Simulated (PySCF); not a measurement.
CrO2Cl2, SMILES [O]=[Cr](=[O])([Cl])[Cl], multiplicity 1. Coordinates come from a PBE0-D3(BJ)/def2-SVP optimisation. The multiplicity is an assumed one; other spin states were not compared. The isomer is the one that the SMILES or the coordinates give; other isomers of the formula were not compared.

Computed equilibrium geometry at PBE0-D3(BJ)/def2-SVP (PySCF confirms it by a frequency run) as a Z-matrix, and its point group:
point group C2v.
```
Cr
O 1 1.5250
O 1 1.5250 2 108.77
Cl 1 2.1110 2 109.14 3 118.97
Cl 1 2.1110 2 109.14 3 -118.97
```
Charge 0, spin multiplicity 1.
